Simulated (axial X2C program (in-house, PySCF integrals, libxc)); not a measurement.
HfF⁻: from the spin-free to the two-component result

Computed with an in-house all-electron X2C program for linear molecules (integrals from PySCF). Spin-free means the one-electron spin-free X2C Hamiltonian; two-component (2c) means X2C with spin–orbit coupling and atomic mean-field two-electron Coulomb and Gaunt terms, so the difference of the two also holds small scalar two-electron terms. Basis: Hf dyall-acv3z [14s15p10d7f4g], F dyall-av3z [7s6p3d2f] (cores contracted in-house); Gaussian nuclei, density fitting, unrestricted open shells. Masses: Hf 179.947 u, F 18.998 u.

Spin-free state: M_S = 1, Λ = 0 (beyond evenly filled blocks: δ+α, δ-α); fragments Hf + F-.

```
 level  Re (Å)  ωe (cm⁻¹)  De (eV)  μ (D)
  PBE0   1.915      572.3    3.882   0.98
PBEsol   1.893      592.9    4.216   0.71
```

Dipoles are positive if F is the positive end and refer to the centre of mass.

Two-component determinant lowest at the distance of the search:

Ω = 2 (⟨Sz⟩ = -0.94, ⟨Lz⟩ = 2.94 at PBE0); fragments Hf + F-.

```tsv
level	Re (Å)	ωe (cm⁻¹)	μ (D)
PBE0	1.897	581.0	1.87
PBEsol	1.884	597.3	1.66
```

From the two tables, how do the constants change at the PBE0 level (2c against spin-free)?

At the PBE0 level Re drops by 0.018 Å and ωe rises by 8.7 cm⁻¹. The two determinants differ in configuration, so these shifts compare two states and are not the spin–orbit effect on one state.

Occupations by symmetry block were frozen at the best pattern of an incomplete PBE0 search. Dissociation energies refer to the lowest single-determinant-based atoms at the same level and basis. De is not given where an atomic determinant may have missed its ground term or J level, or where the truncated virtual space spoils (T). Density functionals use the spin component along the axis (collinear). The highest occupied level is positive at some bond lengths even in Hartree–Fock (under at least one Hamiltonian), so the basis set holds the extra electron there; where that holds at Re the anion is at best weakly bound and its constants depend on the basis. PBE0 can misorder states that lie within some tenths of an eV, so this need not be the ground state of the molecule. The nearest other spin-free determinant of the search, M_S = 1, Λ = 3, lies 0.04 eV up at the distance of the search. The functionals have no current-density term, which raises determinants with orbital currents, atoms included. With several unpaired electrons one determinant need not be a pure state. At some level and bond length an empty orbital lies below a filled one. The determinant is spin-polarised beyond a pure state at some levels (its spin-free form has ⟨S²⟩ too high), which makes Re and μ there less reliable.
